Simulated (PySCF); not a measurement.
## Electronic structure of Ga⁺ (gallium, charge +1) at the UHF level

Configuration: [Ar] 3d9 4s2 4p1, one real determinant (an excited configuration). Computed with PySCF 2.14 in ANO-RCC-VTZP, with the spin-free X2C one-electron Hamiltonian (Gaussian nucleus).

- Total energy: -1941.271135 hartree
- One-electron energy: -2687.6851 hartree
- Hartree (Coulomb) energy: 820.3665 hartree
- Exchange energy: -73.9525 hartree
- ⟨S²⟩: 2.0115
- ⟨L²⟩: 8.038
- Sum of ⟨r⟩: 20.68 bohr
- Sum of ⟨r²⟩: 29.33 bohr²
- Traceless quadrupole moment −½Σ⟨3z² − r²⟩ along its main axis: -3.11 e·bohr²
- Langevin diamagnetic susceptibility: -23.2 ×10⁻⁶ cm³/mol

```
shell  electrons  mean orbital energy (hartree)  spread (hartree)  rms radius, mean of both spins (bohr)
 1s α          1                     -384.40939                 0                                 0.0560
 1s β          1                     -384.40531                 0                                 0.0560
 2s α          1                      -50.07406                 0                                  0.235
 2s β          1                      -50.01996                 0                                  0.235
 2p α          3                      -43.52647           0.05973                                  0.211
 2p β          3                      -43.47157           0.00599                                  0.211
 3s α          1                       -7.35145                 0                                  0.693
 3s β          1                       -7.22639                 0                                  0.693
 3p α          3                       -5.28629           0.10928                                  0.728
 3p β          3                       -5.13611           0.08759                                  0.728
 3d α          5                       -1.90493           0.11509                                  0.848
 3d β          4                       -1.83295           0.05899                                  0.848
 4s α          1                       -0.88603                 0                                   2.30
 4s β          1                       -0.78890                 0                                   2.30
 4p α          1                       -0.57763                 0                                   2.78
```

⟨L²⟩ = 8.04 against 12 for a pure F term, so this real determinant mixes terms.

Densities and radii are taken from the X2C orbitals without a picture-change correction, which distorts them close to the nucleus.

Spin-orbit constants ζ (cm⁻¹) from the X2C one-electron operator on these orbitals: bare nucleus, nucleus screened by l(l+1)(2l+1)/3 electrons, and screened by the Breit-Pauli mean field of the electrons.

| shell | bare | screened nucleus | mean field |
| --- | --- | --- | --- |
| 2p | 154500 | 144600 | 140100 |
| 3p | 20720 | 19380 | 18670 |
| 3d | 2295 | 1555 | 1437 |
| 4p | 1100 | 1029 | 981.8 |

To first order the Landé constant is A = -315.5 cm⁻¹, so the lowest level has J = 4 and lies 0.117 eV below the centre of the term. This holds in LS coupling only.
